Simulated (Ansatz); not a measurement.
Molecule: TiH$_{3}$, charge 1, multiplicity 1. The spin state was set by rule; other spins were not relaxed. 
Geometry from a B3LYP-D3(BJ)/def2-TZVP (Ansatz, a quantum-chemistry and plane-wave program) optimisation:
```xyz
4

Ti     0.1479     0.0079    -0.0202
H     -0.1481    -0.4855     1.5646
H     -1.5572     0.5549    -0.4365
H     -1.5485    -0.2426    -0.6831
```
Charge +1, spin multiplicity 1.

Total electronic energies in hartree. Correlated levels leave the core frozen unless marked. Spin-orbit coupling is left out. The frozen core is the preceding noble-gas configuration, with the filled d and f shells of earlier blocks. Non-relativistic. Basis-set limits of correlation are two-point, X^-3; Hartree-Fock from the larger set. The bracket is a focal-point correction in the basis named.

The Hartree-Fock reference is unstable (checked in the largest basis), which strains HF and MP2. The T1 diagnostic of CCSD in the largest basis is 0.046, which is high, so the coupled-cluster rows are less sure than usual.

| level | program | energy (Eh) |
|---|---|---|
| B3LYP-D4/def2-TZVPD | Ansatz + dftd4 | -850.87904 |
| LC-wPBE-D3(BJ)/def2-TZVPD | Ansatz + dftd3 | -850.67587 |
| LC-wPBE-D4/def2-TZVPD | Ansatz + dftd4 | -850.67569 |
| B2PLYP-D4/def2-TZVPD | Ansatz + dftd4 | -850.59106 |
| B2PLYP/def2-TZVPD | Ansatz | -850.59040 |
| RI-MP2/CBS(def2-TZVPP,def2-QZVPP) | Ansatz | -849.9326 |
| SCS-MP2/def2-QZVPP | Ansatz | -849.94034 |
| CCSD/def2-SVP | Ansatz | -849.80052 |
| CCSD/def2-QZVPPD | Ansatz | -849.95682 |
| CCSD(T)/def2-SVP | Ansatz | -849.80401 |
| CCSD(T)/def2-SVPD | Ansatz | -849.80956 |
| CCSDT/def2-SVP | Ansatz | -849.80569 |
| RI-MP2/CBS(def2-TZVPPD,def2-QZVPPD)+[CCSD(T)-MP2]/def2-QZVPPD | Ansatz | -849.9657 |
| CCSD(T)/CBS(def2-TZVPP,def2-QZVPP) | Ansatz | -849.9648 |
| CCSD(T)/CBS(def2-TZVPPD,def2-QZVPPD) | Ansatz | -849.9647 |

Totals of different functionals don't rank their quality; only differences between species are comparable.
